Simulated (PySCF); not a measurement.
H3AlCl3N, singlet, PBE0/def2-SVP optimised geometry.

```
8

Al    -0.37    -1.22     0.00
Cl    -1.33    -1.79     1.80
Cl     1.75    -1.22     0.00
Cl    -1.32    -1.79    -1.80
N     -0.74     0.76     0.00
H     -0.34     1.22    -0.82
H     -0.34     1.22     0.83
H     -1.75     0.95     0.00
```

Density from PBE0/def2-TZVP (PySCF) at that geometry.

Minimum of the electron density along straight lines between bonded atoms, close to the bond critical point (lines longer than 1.1 times the sum of covalent radii, or with two minima, are not listed):

```csv
bond,length / Å,ρ at the minimum / e bohr⁻³,∇²ρ there / e bohr⁻⁵,position (fraction from the first atom)
Al1–Cl2,2.119,0.072,0.28,0.38
Al1–Cl3,2.119,0.072,0.28,0.38
Al1–Cl4,2.119,0.072,0.28,0.38
Al1–N5,2.014,?,0.27,0.40
N5–H6,1.023,0.330,-1.68,0.75
N5–H7,1.023,0.330,-1.68,0.75
N5–H8,1.023,0.330,-1.68,0.75
```

Task: Some entries are withheld; supply them.

Result: 
- Al1–N5, ρ at the minimum / e bohr⁻³: 0.059
